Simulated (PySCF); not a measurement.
Radial density of Br⁻ (bromine, charge -1)

LC-wPBE, [Kr], closed-shell 1S. All numbers are calculated (PySCF 2.14, a scalar-relativistic core potential, in aug-cc-pwCVTZ-PP with ECP10MDF). This is the valence pseudo-density: the core potential removes the inner electrons and smooths the orbitals near the nucleus.

| r (bohr) | 4πr²ρ (e/bohr) |
| --- | --- |
| 0.000576 | 2.231e-05 |
| 0.000968 | 6.295e-05 |
| 0.00163 | 0.0001768 |
| 0.00274 | 0.0004903 |
| 0.00461 | 0.001314 |
| 0.00775 | 0.003256 |
| 0.0130 | 0.007106 |
| 0.0219 | 0.01396 |
| 0.0369 | 0.02696 |
| 0.0620 | 0.1090 |
| 0.104 | 0.8715 |
| 0.176 | 5.573 |
| 0.295 | 21.76 |
| 0.497 | 33.86 |
| 0.835 | 12.02 |
| 1.41 | 4.904 |
| 2.36 | 2.801 |
| 3.98 | 0.4840 |
| 6.69 | 0.02552 |
| 11.2 | 0.0001134 |

Energies and moments cover only the electrons outside the core potential.
